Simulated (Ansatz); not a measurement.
Consider the redistribution: `NB(N)F` + `[CH3][Mo]([CH3])(=[O])=[O]` → `CB(N)F` + `[CH3][Mo]([NH2])(=[O])=[O]`.

Computed with Ansatz on PBE0-D4/def2-TZVP structures; ΔE is electronic, products minus reactants. CCSD(T)/CBS adds triple-zeta CCSD(T) − MP2 to the extrapolated MP2 energy (def2 sets, frozen cores). Functionals use def2-TZVPP. Elements past krypton have def2 core potentials. For Mo outer-core shells are correlated without core-valence functions, which leaves a few kJ/mol of doubt a bond. Each species was taken in one conformer, which may not be the lowest.

CCSD(T)/CBS gives -0.16 eV.

Problem. Another level gave -0.13 eV. Which?
A. r2SCAN0/def2-TZVPP
B. BLYP-D4/def2-TZVPP
C. CAM-B3LYP-D4/def2-TZVPP
D. HF/def2-TZVPP

Solution. A. r2SCAN0 -0.13, CAM-B3LYP-D4 -0.18, BLYP-D4 -0.23, HF/def2-TZVPP -0.09 eV.

Largest T1 diagnostic among the species: 0.025, so the coupled-cluster value is less sure than usual.

From PBE to PBE0 (25 % exact exchange), in def2-TZVPP and without D4, ΔE moves by +0.05 eV. Leaving LDA and LC-ωPBE aside and taking each functional with its dispersion term where it has one, the values, not all of them listed here, spread over 0.09 eV, from BLYP-D4 to BHLYP-D4. In def2-TZVPP, CCSD(T) changes the Hartree–Fock value by −0.09 eV (the triples alone add −0.03 eV) and MP2 by −0.07 eV.
